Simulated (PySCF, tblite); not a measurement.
Isomers of C6H7OPS. Calculated harmonic vibrations of the isolated species, GFN2-xTB (tblite), most abundant isotopes, no scaling. Against measured fundamentals such values can be off by several per cent, at times by over 20. One conformer each.

Electronic energies: PBE0/pcSseg-1 single points on the GFN2-xTB geometries (PySCF, gas phase).

```csv
SMILES,"electronic energy, lowest = 0 (kJ/mol)"
CC(=O)c1csc(C)p1,3.3
CO/C=P\c1cccs1,139.1
C=Cc1pcoc1SC,134.2
CC(=O)c1pc(C)cs1,0.0
```

How do GFN2-xTB zero-point energies change the relative energies?

```
          SMILES  ZPE (kJ/mol)  of it from modes above 1550 cm⁻¹  electronic (kJ/mol)  with ZPE, lowest = 0 (kJ/mol)  lowest mode (cm⁻¹)  rings
CC(=O)c1pc(C)cs1         296.9                             137.4                  0.0                            0.0                  18      1
CC(=O)c1csc(C)p1         297.1                             137.3                  3.3                            3.5                  42      1
    C=Cc1pcoc1SC         295.6                             138.8                134.2                          132.9                  40      1
  CO/C=P\c1cccs1         296.3                             127.6                139.1                          138.5                  40      1
```

The zero-point energies span 1.5 kJ/mol, from `C=Cc1pcoc1SC` to `CC(=O)c1csc(C)p1`. The order is unchanged.

And how do the electronic energies of GFN2-xTB itself compare?

`CC(=O)c1pc(C)cs1` 0.0; `CC(=O)c1csc(C)p1` 5.4; `C=Cc1pcoc1SC` 57.0; `CO/C=P\c1cccs1` 83.8 kJ/mol, lowest = 0. Against the energies above, taken from the same isomer `CC(=O)c1pc(C)cs1`, the largest difference is 77.2 kJ/mol.

What do entropy and thermal enthalpy add at 298.15 K and 1 bar (rigid rotor, harmonic oscillator, one conformer each)?

```csv
SMILES,point group,symmetry number,S (J/(mol K)),H − H(0) (kJ/mol),ZPE + H − H(0) − TS (kJ/mol)
CC(=O)c1csc(C)p1,Cs,1,419.6,29.15,201.2
C=Cc1pcoc1SC,Cs,1,418.1,28.83,199.8
CO/C=P\c1cccs1,Cs,1,418.5,28.43,200.0
```

Not tabulated: `CC(=O)c1pc(C)cs1` (lowest mode only 18 cm⁻¹).
